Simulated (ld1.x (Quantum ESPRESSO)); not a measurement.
# Before and after: TM potential for I

iodine (I), norm-conserving Troullier–Martins (Kleinman–Bylander form), made with ld1.x (Quantum ESPRESSO) 7.5 (PBE, scalar-relativistic). Core [Kr] 4d10, reference 5s2 5p5. Waves: 5s (bound): rc 1.35 bohr; 5p (bound): rc 1.85 bohr. Local part: all-electron potential smoothed inside 1.20 bohr (lloc = -2). Core correction: a·sin(br)/r model core inside 1.00 bohr.

Change: wave 5p (bound): rc 1.85 bohr becomes 5p (bound): rc 1.38 bohr.

Cutoffs: the cutoffs (Ry, on a coarse ladder) from which the occupation-weighted sum of valence levels, in a spherical-Bessel basis at the reference potential, stays within 10 and 1 mRy of its value at 400 Ry; they do not see the model core or the augmentation charge, which bear on the density cutoff. Errors are all-electron minus pseudo energies relative to the spin-unpolarised reference configuration.

How do hardness, ghosts and transferability respond?

The potential gets harder (70 Ry and 180 Ry → 140 Ry and 230 Ry); both files keep a bound ghost (d, s); of the 7 tests that both files solve, the error grows in 4 and shrinks in 2 by more than 15 % and 0.3 meV (median size 6.7 → 14.5 meV). A smaller radius makes the pseudo-wave follow the all-electron one further in, where it bends more sharply, so more plane waves are needed.

```csv
quantity,base,changed
"cutoff, loose",70 Ry,140 Ry
"cutoff, tight",180 Ry,230 Ry
loose cutoff by channel (10 mRy a level),"s 45 Ry, p 12 Ry","s 45 Ry, p 110 Ry"
bound ghosts,"s, d","s, d"
"error for 5s2 5p4, meV [ΔE 11.13 eV]",+1.5,+9.2
"error for 5s2 5p3, meV [ΔE 30.98 eV]",+6.7,+46
"error for 5s2 5p2, meV [ΔE 60.31 eV]",-8.5,+91
"error for 5s2 5p1, meV [ΔE 99.73 eV]",-119,+14
"error for 5s2 5p5.3, meV [ΔE -1.78 eV]",+0.8,+1.0
"error for 5s1 5p6, meV [ΔE 10.41 eV]",-15,+0.4
"error for 5s1 5p5, meV [ΔE 22.11 eV]",-0.9,+30
```

 A true bound ghost makes a file unfit for plane-wave use even where its test errors are small: the radial tests pick states by their node count and pass the ghost by.
